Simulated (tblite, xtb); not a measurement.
C₂H (SMILES [C]#C), doublet, at a GFN2-xTB geometry. Base run: GFN1-xTB run with xtb.

Geometry (Å):
```xyz
3

C      0.0000     0.0000    -0.4687
C      0.0000     0.0000     0.7233
H      0.0000     0.0000    -1.5277
```
Charge 0, spin multiplicity 2.
All else is at xtb's defaults.
Base energy -4.55536 Eh.

Programs used: tblite, xtb; a row that names a program was run with it.

Each row names what was changed in the base input (with any setting that the change needs).

```tsv
change	ΔE vs base (kJ/mol)	dipole (D)	G_solv (kcal/mol)	SCF cycles
base	0.00	0.62	-	8
acc = 0.0001	0.00	0.62	-	10
alpb = dmf	-9.25	0.73	-2.26	8
gbsa = water	-4.30	0.78	-1.12	8
program = tblite; method = gfn1; option = (--guess, eeq)	0.00	-	-	-
acc = 1000	0.00	0.62	-	6
program = tblite; method = gfn1; option = (--etemp, 2000)	-1.59	-	-	-
etemp = 1000	-0.03	0.62	-	7
etemp = 3000	-6.89	0.87	-	7
file = coord	0.00	0.62	-	8
alpb = water	-8.06	0.77	-2.04	8
```

ALPB and GBSA are two models with their own fitted parameters for each solvent, which aren't always the measured dielectric constant.
